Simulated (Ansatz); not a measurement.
Total energies of `Cc1cc(-c2sc(C(F)(F)F)cc2C)sc1-c1cc(C)c(C(F)(F)F)s1` from Ansatz at PBE-D4/def2-TZVP, gas phase (1 Eh = 27.2114 eV = 2625.5 kJ/mol). The reference geometry is relaxed at PBE-D4/def2-SVP.

```
atom   x (Å)   y (Å)   z (Å)
  C1   3.199  -0.541   0.910
  C2   1.723  -0.588   0.642
  C3   0.898  -1.680   1.018
  C4  -0.449  -1.544   0.679
  C5  -1.528  -2.469   0.942
  S6  -1.199  -3.859   1.960
  C7  -2.826  -4.433   1.789
  C8  -3.285  -5.675   2.488
  F9  -4.517  -6.033   2.062
 F10  -3.351  -5.510   3.833
 F11  -2.446  -6.717   2.267
 C12  -3.583  -3.592   0.997
 C13  -2.863  -2.464   0.504
 C14  -3.479  -1.418  -0.380
 S15  -0.699  -0.015  -0.137
 C16   0.992   0.422  -0.007
 C17   1.414   1.692  -0.553
 C18   0.612   2.670  -1.150
 C19   1.317   3.820  -1.596
 C20   0.679   5.011  -2.255
 C21   2.679   3.706  -1.328
 C22   3.745   4.698  -1.661
 F23   3.485   5.920  -1.129
 F24   4.955   4.299  -1.201
 F25   3.864   4.886  -3.004
 S26   3.086   2.213  -0.544
 H27   3.530  -1.451   1.447
 H28   3.787  -0.471  -0.029
 H29   3.478   0.338   1.529
 H30   1.289  -2.570   1.533
 H31  -4.640  -3.786   0.770
 H32  -3.533  -0.430   0.124
 H33  -4.510  -1.705  -0.664
 H34  -2.897  -1.271  -1.314
 H35  -0.476   2.555  -1.261
 H36   1.218   5.292  -3.181
 H37   0.706   5.896  -1.586
 H38  -0.377   4.806  -2.513
```

| state | geometry | energy (Eh) |
| --- | --- | --- |
| charge 0 singlet | reference | -2447.41485 |
| charge 1 doublet | reference | -2447.15952 |
| charge -1 doublet | reference | -2447.46201 |
| free C atom (triplet) | – | -37.79597 |
| free S atom (triplet) | – | -397.93833 |
| free F atom (doublet) | – | -99.66912 |
| free H atom (doublet) | – | -0.49962 |

Single mean-field runs in def2-TZVP are fitted with def2-universal-jkfit.

**Question.** Work out the vertical ionisation energy to the doublet.

**Answer.** E(charge 1 doublet) − E(charge 0 singlet) = -2447.15952 − (-2447.41485) = 0.25533 Eh = 6.95 eV. For comparison, −ε of the highest occupied level is 5.11 eV at this level, 1.84 eV less.

**Question.** Work out the vertical electron affinity, to the doublet.

**Answer.** E(charge 0 singlet) − E(charge -1 doublet) = -2447.41485 − (-2447.46201) = 0.04716 Eh = 1.28 eV. The basis lacks diffuse functions, which makes affinities too small.

**Question.** Give the fundamental gap IE − EA, the Mulliken electronegativity (IE + EA)/2 and the hardness (IE − EA)/2.

**Answer.** From the values in Eh: IE − EA = 0.25533 − 0.04716 = 0.20817 Eh = 5.66 eV; (IE + EA)/2 = 4.12 eV; (IE − EA)/2 = 2.83 eV. The HOMO–LUMO gap of the same run is 2.11 eV, 3.55 eV smaller than the fundamental gap.

**Question.** What is the binding energy per atom against free atoms?

**Answer.** Atoms: 17 × (-37.79597) + 3 × (-397.93833) + 6 × (-99.66912) + 12 × (-0.49962) = -2440.35664 Eh. Binding: -2440.35664 − (-2447.41485) = 7.05821 Eh = 192.06 eV, or 5.05 eV for each of 38 atoms (no zero-point energy, no counterpoise term).

At PBE-D4/def2-TZVP the highest occupied level of the charge -1 doublet lies above zero (up to 0.50 eV). By energy differences its removal costs 1.28 eV (vertical, to the charge 0 singlet, at PBE-D4/def2-TZVP); self-interaction error and the lack of diffuse functions both raise the level.
